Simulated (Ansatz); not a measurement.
Cost and result for the atomization energy of `COB(C)OC` (15 atoms, 14 bonds).

```xyz
15

C    -0.944    1.482    1.030
O     0.138    0.769    0.481
B    -0.050   -0.378   -0.238
C    -1.460   -1.009   -0.521
O     1.057   -0.996   -0.729
C     2.344   -0.459   -0.496
H    -1.631    1.833    0.253
H    -1.508    0.872    1.743
H    -0.542    2.349    1.556
H    -1.981   -1.256    0.411
H    -1.378   -1.920   -1.114
H    -2.111   -0.310   -1.057
H     2.564   -0.408    0.574
H     3.066   -1.116   -0.981
H     2.436    0.547   -0.913
```

Charge 0, multiplicity 1. All single points use the PBE0-D4/def2-TZVP geometry. It is one conformer, not always the lowest. Program: Ansatz. All runs use 2 threads of an AMD EPYC 7R13 on a shared host and a share of an NVIDIA H100 80 GB. Times are those of one run each, without the atoms' runs, and a repeat can differ threefold. Electronic energies, without spin–orbit coupling; frozen cores. CCSD(T)/CBS adds CCSD(T) − MP2 in def2-TZVPP to the MP2 limit, and its time is that of the two runs behind it. T1 = 0.012. B3LYP takes the VWN-RPA correlation (the form of Gaussian; ORCA's B3LYP/G).

CCSD(T)/CBS is a level of theory with its own doubt, some kJ/mol a heavy atom from the limit and from the frozen cores, so smaller differences don't rank the functionals.

```tsv
level	functions	wall time	atomization (kcal/mol)	difference from CCSD(T)/CBS	per bond
B2PLYP/def2-TZVPP	312	2.8 s	1444.4	-10.2	-0.7
PBE-D4/def2-TZVPP (with forces)	312	3.2 s	1484.7	30.1	2.1
ωB97X-V/def2-TZVPP	312	3.4 s	1457.1	2.5	0.2
PBE0-D4/def2-TZVPP	312	3.9 s	1460.3	5.7	0.4
CCSD(T)/def2-TZVPP	312	5 s	1422.2	-32.4	-2.3
r2SCAN-D4/def2-TZVPP (with forces)	312	5.5 s	1461.9	7.3	0.5
B3LYP-D4/def2-TZVPP (with forces)	312	5.5 s	1458.0	3.4	0.2
MP2/def2-QZVPP	612	5.5 s	1465.1	10.5	0.7
ωB97M-V/def2-TZVPP (with forces)	312	5.5 s	1461.2	6.6	0.5
CCSD(T)/CBS(def2)	–	11 s	1454.6	0.0	0.0
```

From PBE to PBE0 (25 % exact exchange), in def2-TZVPP and without D4, the atomization energy moves by −23.4 kcal/mol: exact exchange takes away binding that semilocal exchange gives to molecules. In def2-TZVPP, CCSD(T) changes the Hartree–Fock value by +334.0 kcal/mol (the triples alone add +18.6 kcal/mol) and MP2 by +357.7 kcal/mol; breaking electron pairs costs correlation energy, which Hartree–Fock lacks. The D4 term adds +9.7 kcal/mol with B3LYP and +5.1 kcal/mol with PBE0; it sums over pairs of atoms, weighted by their polarisabilities, and B3LYP, whose exchange is more repulsive, gets the larger term.
